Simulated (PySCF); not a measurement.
# Two-component Hartree-Fock for P³⁺ (phosphorus, charge +3)

Start: [Ne] 3s2. Calculated with PySCF 2.14 in x2c-TZVPall-2c (5s6p2d1f, 40 functions): generalised Hartree-Fock with the X2C-1e Hamiltonian and a Gaussian nucleus; one run each with spin-orbit coupling (SO) switched off, then screened by Boettger's factors. This is a chosen level, not necessarily the ground level.

```csv
spinor shell,electrons,"ε, spin-free (eV)","ε, screened SO (eV)",weight of nominal j (screened SO),"rms radius, screened SO (bohr)"
1s1/2,2,-2222.5,-2222.5,1.000,0.120
2s1/2,2,-244.39,-244.39,1.000,0.558
2p1/2,2,-185.78,-186.43,1.000,0.536
3s1/2,2,-50.004,-50.004,1.000,1.81
```

(1) Where does 2p3/2 lie, and what is the 2p spin-orbit splitting (screened SO)?

```
   quantity   spin-free  screened SO
E (hartree)  -339.37142   -339.37184
        M_J           0            0
       ⟨J²⟩       0.000        0.000
       ⟨L²⟩       0.000        0.000
       ⟨S²⟩       0.000        0.000
```

Without spin-orbit coupling the j labels of p, d and f shells carry no meaning; the spin-free column gives the mean over the occupied spinors of each nl shell.

Results:

(1) At -185.45 eV, 0.982 eV above 2p1/2.
